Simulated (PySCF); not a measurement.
SMILES COC(CC#C)=O (C5H6O2), singlet (GFN2-xTB optimised geometry):

```
13

C     -1.214    -2.255     2.537
C     -0.941    -2.045     1.391
C     -0.585    -1.761     0.015
C      0.290    -0.518     0.000
O      1.490    -0.518     0.000
O     -0.462     0.586     0.000
C      0.234     1.824     0.045
H     -1.466    -2.459     3.534
H     -1.490    -1.578    -0.568
H     -0.023    -2.599    -0.401
H     -0.511     2.599    -0.115
H      0.714     1.951     1.017
H      1.000     1.857    -0.733
```

Level of theory: PBE/def2-TZVP in PySCF.

Q: What are the frontier orbital energies and the dipole moment?

A: HOMO-2 -7.15 eV, HOMO-1 -6.76 eV, HOMO -6.32 eV, LUMO -1.18 eV, LUMO+1 0.05 eV; dipole moment 1.86 D.

Meta-Löwdin charges at PBE/def2-TZVP: C1 -0.22, C2 -0.02, C3 -0.26, C4 0.49, O5 -0.43, O6 -0.30, C7 -0.15, H8 0.17, H9 0.16, H10 0.16, H11 0.14, H12 0.13, H13 0.13.
